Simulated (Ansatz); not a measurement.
Coupled-cluster run, `[Cl][Zr]([Cl])([SeH])[SeH]`.

```yaml
crystal:
  periodic: [false, false, false]
  atoms:
    - {symbol: Cl, position_ang: [-1.255070, -2.351559, -0.687091]}
    - {symbol: Zr, position_ang: [0.174976, -0.665794, 0.015832]}
    - {symbol: Cl, position_ang: [2.236190, -1.407260, 0.779099]}
    - {symbol: Se, position_ang: [-0.800148, 0.676165, 1.956105]}
    - {symbol: Se, position_ang: [0.398036, 0.889153, -1.996543]}
    - {symbol: H, position_ang: [-1.885140, 1.057051, 1.031384]}
    - {symbol: H, position_ang: [1.131166, 1.802254, -1.098776]}
basis:
  gaussian: {orbitals: def2-SVP}
correlation: {method: ccsd_t}
```

```sh
$ ansatz run in.yaml --threads 4 --pin off --events-out ev --progress --plain --max-ram 11315MiB
```

The program prints (abridged):

```
Functional definition: HF
1366 factors; integrals over basis functions are off by at most 6.9e-4 eV
mean field evaluation 1: about -156891.0656 eV, gradient 2.9e1 eV
mean field evaluation 2: about -156891.1017 eV, gradient 2.9e1 eV
mean field evaluation 4: about -156894.2175 eV, gradient 2.7e0 eV
mean field evaluation 8: about -156894.2711 eV, gradient 2.6e-1 eV
mean field -156894.27200964 eV, -5765.7581495971 hartree, gradient 2.1e-6 eV, S^2 0.000000; 0 other end points of the search recorded, 0 dependent functions left out
28 core orbitals not correlated: weight in the atoms' cores, before any rotation towards them, 1.000 or more for the frozen orbitals, at most 0.000 for the correlated occupied ones
reference -156894.27200964 eV, -5765.7581495971 hartree; 30, 30 occupied and 83, 83 virtual orbitals, 1366 factors
second order -26.93321343 eV of doubles, -0.00000000 eV of singles
cycle   1  -26.63494726 eV  change    3.0e-1 eV  update   1.8e-1
cycle   2  -27.31106025 eV  change   -6.8e-1 eV  update   7.6e-2
cycle   3  -27.53732049 eV  change   -2.3e-1 eV  update   3.4e-2
cycle   4  -27.51137274 eV  change    2.6e-2 eV  update   9.8e-3
cycle   5  -27.50746668 eV  change    3.9e-3 eV  update   3.5e-3
cycle   6  -27.50802162 eV  change   -5.5e-4 eV  update   1.2e-3
cycle   7  -27.50759481 eV  change    4.3e-4 eV  update   6.5e-4
cycle   8  -27.50776099 eV  change   -1.7e-4 eV  update   2.1e-4
cycle   9  -27.50794231 eV  change   -1.8e-4 eV  update   8.5e-5
cycle  10  -27.50790370 eV  change    3.9e-5 eV  update   3.1e-5
perturbative correction -0.95789655 eV, -0.0352020489 hartree
Total energy: -156922.73780989 eV, -5766.8042484613 hartree
```

It took 34 s on 4 threads of an Arm Neoverse V2 on a shared host, with 1 GiB of host memory at the peak.

Correlation energy per correlated electron: -0.474 eV. T1 diagnostic: 0.0152.
